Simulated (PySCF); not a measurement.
Gas-phase reaction: ZrCl4 + 2 O + 4 H → ZrCl2(OH)2 + 2 HCl, at 1000 K and a standard pressure of 1 bar. Level: MP2/def2-TZVPP†.

Method: PySCF energies plus ideal-gas RRHO corrections (1 bar). † marks an energy on the PBE0/def2-TZVP geometry and frequencies. MP2 freezes the core. Open shells (unrestricted): O (multiplicity 3, electronic degeneracy 9), H (multiplicity 2); the rest are closed-shell singlets. Spin-orbit splitting is ignored; it lowers the true energy and changes the entropy of O. Zr: scalar-relativistic def2 core potential, no spin-orbit coupling. ZrCl2(OH)2: computed as isolated molecules; such fragments, hydroxides, amides, oligomers or adducts are transient or little studied in the gas. MP2 isn't extrapolated to the basis-set limit; its ΔH°(298 K) is -1702.6 kJ in def2-SVP and -1796.6 kJ in def2-TZVPP. The harmonic model lacks anharmonicity and excited electronic states, which grow with temperature; levels with a mode under 35 cm⁻¹ are left out. Soft modes under 120 cm⁻¹ make the harmonic entropy rough for ZrCl4, ZrCl2(OH)2.

```
species          E (Ha)  H(1000 K) − E (kJ/mol)  S°(1000 K) (J/mol/K)
----------  -----------  ----------------------  --------------------
ZrCl4       -1886.02108                   109.2                 494.5
O             -74.95729                    20.8                 186.9
H              -0.49981                    20.8                 139.9
ZrCl2(OH)2  -1118.04352                   191.9                 552.9
HCl          -460.30264                    47.5                 222.6
```
E: electronic energy; H − E holds the zero-point and thermal terms. 1 Ha = 2625.5 kJ/mol.

Question: Work out ΔH°, ΔS°, ΔG° and log10 K from these numbers.

Answer: 1. ΔE = 1×(-1118.04352) + 2×(-460.30264) − 1×(-1886.02108) − 2×(-74.95729) − 4×(-0.49981) = -0.71390 Ha = -1874.3 kJ.
2. Δ(H − E) = 1×(191.9) + 2×(47.5) − 1×(109.2) − 2×(20.8) − 4×(20.8) = 52.9 kJ, so ΔH° = -1821.4 kJ.
3. ΔS° = 1×(552.9) + 2×(222.6) − 1×(494.5) − 2×(186.9) − 4×(139.9) = -429.8 J/K; the number of gas molecules changes by -4.
4. ΔG° = ΔH° − TΔS° = -1821.4 − 1000×(-429.8)/1000 = -1391.6 kJ.
5. log10 K = −ΔG°/(RT ln 10) = 72.71, with RT ln 10 = 19.14 kJ/mol; at standard pressures the products are favoured.
6. A shift of 10 kJ in ΔE would move log10 K by 0.52 here.
For scale, ΔH°(298 K) is -1797 kJ at this level, -1801 kJ at ωB97M-V/def2-TZVP†, and runs from -2539 to -1167 kJ over the 18 levels computed.
